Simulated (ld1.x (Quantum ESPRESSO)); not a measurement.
## What one change does to a pseudopotential (bismuth, TM)

bismuth (Bi), norm-conserving Troullier–Martins (Kleinman–Bylander form), made with ld1.x (Quantum ESPRESSO) 7.5 (BLYP, scalar-relativistic). Core [Xe] 4f14, reference 5d10 6s2 6p2 (charge +1). Waves: 6s (bound): rc 1.70 bohr; 6p (bound): rc 1.70 bohr; 5f channel at 0.45 Ry: rc 1.50 bohr; 5d (bound): rc 1.10 bohr. Local part: the d channel. Core correction: a·sin(br)/r model core, default radius (core density twice the valence density).

Change: wave 6s (bound): rc 1.70 bohr becomes 6s (bound): rc 1.50 bohr.

Cutoffs: the cutoffs (Ry, on a coarse ladder) from which the occupation-weighted sum of valence levels, in a spherical-Bessel basis at the reference potential, stays within 10 and 1 mRy of its value at 400 Ry; they do not see the model core or the augmentation charge, which bear on the density cutoff. Errors are all-electron minus pseudo energies relative to the spin-unpolarised reference configuration.

**Question.** Predict the effect on cutoff, ghosts and configuration errors.

**Answer.** The potential gets harder (90 Ry and 140 Ry → 100 Ry and 160 Ry); both files keep a bound ghost (p, s); of the 7 tests that both files solve, the error grows in 0 and shrinks in 1 by more than 15 % and 0.3 meV (median size 17.0 → 17.5 meV). A smaller radius makes the pseudo-wave follow the all-electron one further in, where it bends more sharply, so more plane waves are needed.

```tsv
quantity	base	changed
cutoff, loose	90 Ry	100 Ry
cutoff, tight	140 Ry	160 Ry
loose cutoff by channel (10 mRy a level)	s 25 Ry, p 45 Ry, d 45 Ry	s 35 Ry, p 45 Ry, d 45 Ry
bound ghosts	s, p	s, p
error for 5d10 6s2 6p3, meV [ΔE -7.82 eV]	-14	-15
error for 5d10 6s2 6p1, meV [ΔE 15.22 eV]	-17	-17
error for 5d10 6s2 6p0, meV [ΔE 38.64 eV]	-22	-25
error for 5d10 6s1 6p4, meV [ΔE 2.29 eV]	-6.4	-0.8
error for 5d10 6s2 6p2.5, meV [ΔE -4.78 eV]	-2.1	-2.1
error for 5d10 6s0 6p5, meV [ΔE 12.76 eV]	-31	-27
error for 5d10 6s2 6p3.3, meV [ΔE -8.88 eV]	-26	-26
s: phases at 1.84 bohr within 0.05 rad from the reference energy up to (Ry; the scan ends near 5)	4.7	to the end of the scan
p: phases at 1.84 bohr within 0.05 rad from the reference energy up to (Ry; the scan ends near 5)	-0.1	-0.1
d: phases at 1.84 bohr within 0.05 rad from the reference energy up to (Ry; the scan ends near 5)	4.1	4.1
f: phases at 1.84 bohr within 0.05 rad from the reference energy up to (Ry; the scan ends near 5)	to the end of the scan	to the end of the scan
```

 A true bound ghost makes a file unfit for plane-wave use even where its test errors are small: the radial tests pick states by their node count and pass the ghost by.
